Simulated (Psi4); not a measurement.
C$_{2}$H (SMILES [C]#C), doublet (typed; the unrestricted solution is spin-contaminated), at a GFN2-xTB geometry; CCSD(T)/6-31G** run with Psi4 1.11.

Psi4 was given this input:
```
memory 2 GB

molecule mol {
0 2
C    -0.000000   -0.000000   -0.468661
C     0.000000    0.000000    0.723271
H    -0.000000   -0.000000   -1.527659
}

set {
  basis 6-31g**
  reference uhf
}

energy('ccsd(t)')
print_variables()
```

It wrote (shortened):

```
   => Loading Basis Set <=

    Name: 6-31G**
    Role: ORBITAL
    Keyword: BASIS

         ---------------------------------------------------------
                                   SCF
               by Justin Turney, Rob Parrish, Andy Simmonett
                          and Daniel G. A. Smith
                              UHF Reference
         ---------------------------------------------------------

  ==> Geometry <==

    Molecular point group: c2v
    Full point group: C_inf_v

    Geometry (in Angstrom), charge = 0, multiplicity = 2:

       Center              X                  Y                   Z               Mass
    ------------   -----------------  -----------------  -----------------  -----------------
         C            0.000000000000     0.000000000000    -0.529270309971    12.000000000000
         C            0.000000000000     0.000000000000     0.662661690029    12.000000000000
         H            0.000000000000     0.000000000000    -1.588268309971     1.007825032230

  Running in c2v symmetry.

  Rotational constants: A = ************  B =      1.50874  C =      1.50874 [cm^-1]
  Rotational constants: A = ************  B =  45230.92668  C =  45230.92668 [MHz]
  Nuclear repulsion =   20.391506862298233

  Charge       = 0
  Multiplicity = 2
  Electrons    = 13
  Nalpha       = 7
  Nbeta        = 6

  ==> Algorithm <==

  SCF Algorithm Type is PK.
  DIIS enabled.
  MOM disabled.
  Fractional occupation disabled.
  Guess Type is SAD.
  Energy threshold   = 1.00e-08
  Density threshold  = 1.00e-08
  Integral threshold = 1.00e-12

  ==> Primary Basis <==

  Basis Set: 6-31G**
    Blend: 6-31G**
    Number of shells: 15
    Number of basis functions: 35
    Number of Cartesian functions: 35
    Spherical Harmonics?: false
    Max angular momentum: 2

  ==> Integral Setup <==

  Using in-core PK algorithm.
   Calculation information:
      Number of atoms:                   3
      Number of AO shells:              15
      Number of primitives:             35
      Number of atomic orbitals:        35
      Number of basis functions:        35

      Integral cutoff                 1.00e-12
      Number of threads:                 1

  Performing in-core PK
  Using 397530 doubles for integral storage.
  We computed 7260 shell quartets total.
  Whereas there are 7260 unique shell quartets.

  ==> DiskJK: Disk-Based J/K Matrices <==

    J tasked:                  Yes
    K tasked:                  Yes
[...]
  @UHF Final Energy:   -76.15123746413089
    Total Energy =                        -76.1512374641308867
[...]
      5   4  16  19        -0.0422340437
      6   5  22  25        -0.0422340437
      5   4  18  17        -0.0387737898
      6   5  24  23        -0.0387737898

    SCF energy       (wfn)                    =  -76.151237464130887
    Reference energy (file100)                =  -76.151237464130844

    Opposite-spin MP2 correlation energy      =   -0.153995154510940
    Same-spin MP2 correlation energy          =   -0.055304417522399
    Singles MP2 correlation energy            =   -0.000000000000000
    MP2 correlation energy                    =   -0.209299572033339
      * MP2 total energy                      =  -76.360537036164189

    Opposite-spin CCSD correlation energy     =   -0.195760472404338
    Same-spin CCSD correlation energy         =   -0.048276961474112
    Singles CCSD correlation energy           =   -0.000000000000000
    CCSD correlation energy                   =   -0.244037433878450
      * CCSD total energy                     =  -76.395274898009291

            **************************
            *                        *
            *        CCTRIPLES       *
            *                        *
            **************************

    Wave function   =    CCSD_T
    Reference wfn   =      UHF

    Nuclear Rep. energy (wfn)                =   20.391506862298233
    SCF energy          (wfn)                =  -76.151237464130887
    Reference energy    (file100)            =  -76.151237464130844
    CCSD energy         (file100)            =   -0.244037433878450
    Total CCSD energy   (file100)            =  -76.395274898009291

    Number of ijk index combinations:
    Spin Case AAA:                                  35
    Spin Case BBB:                                  20
    Spin Case AAB:                                 126
    Spin Case ABB:                                 105
    AAA (T) energy                             =   -0.000154267252056
    BBB (T) energy                             =   -0.000117245970628
    AAB (T) energy                             =   -0.005406580500560
    ABB (T) energy                             =   -0.004546852461286
    (T) energy                                   =   -0.010224946184530
      * CCSD(T) total energy                     =  -76.405499844193827

  Variable Map:
  ----------------------------------------------------------------------------
[...]
  Array Variable Map:
  ----------------------------------------------------------------------------
[...]
[...]
```
